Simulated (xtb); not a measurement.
H2O4W (SMILES [O]=[W](=[O])([OH])[OH]), singlet, geometry from GFN2-xTB (such geometries of metal compounds can be far from the true shape). Base run: GFN2-xTB run with xtb.

Geometry (Å):
```xyz
7

W      0.0425     0.0001     0.0062
O      1.1623     0.7846    -0.9957
O      0.8344    -0.7795     1.2861
O     -0.9021    -1.2608    -0.9939
H     -1.1305    -2.0203    -1.5473
O     -1.1541     1.2555     0.6948
H     -1.5345     2.0135     1.1597
```
Charge 0, spin multiplicity 1.
All else is at xtb's defaults.
Base energy -19.78727 Eh.

The base run was repeated with changes; each row names its change, and settings that it needs were set with it.

```json
[
 {"change": "base", "ΔE vs base (mEh)": "0.000", "HOMO-LUMO gap (eV)": "4.64", "dipole (D)": "6.90", "G_solv (kcal/mol)": "-", "SCF cycles": "25"},
 {"change": "alpb = acetone", "ΔE vs base (mEh)": "-20.920", "HOMO-LUMO gap (eV)": "4.78", "dipole (D)": "7.31", "G_solv (kcal/mol)": "-15.35", "SCF cycles": "24"},
 {"change": "acc = 1000", "ΔE vs base (mEh)": "0.626", "HOMO-LUMO gap (eV)": "4.69", "dipole (D)": "6.91", "G_solv (kcal/mol)": "-", "SCF cycles": "16"},
 {"change": "alpb = methanol", "ΔE vs base (mEh)": "-19.532", "HOMO-LUMO gap (eV)": "4.89", "dipole (D)": "7.56", "G_solv (kcal/mol)": "-16.71", "SCF cycles": "24"},
 {"change": "acc = 0.1", "ΔE vs base (mEh)": "0.000", "HOMO-LUMO gap (eV)": "4.64", "dipole (D)": "6.90", "G_solv (kcal/mol)": "-", "SCF cycles": "26"},
 {"change": "acc = 30", "ΔE vs base (mEh)": "0.000", "HOMO-LUMO gap (eV)": "4.64", "dipole (D)": "6.90", "G_solv (kcal/mol)": "-", "SCF cycles": "20"}
]
```

ALPB and GBSA are two models with their own fitted parameters for each solvent, which aren't always the measured dielectric constant.
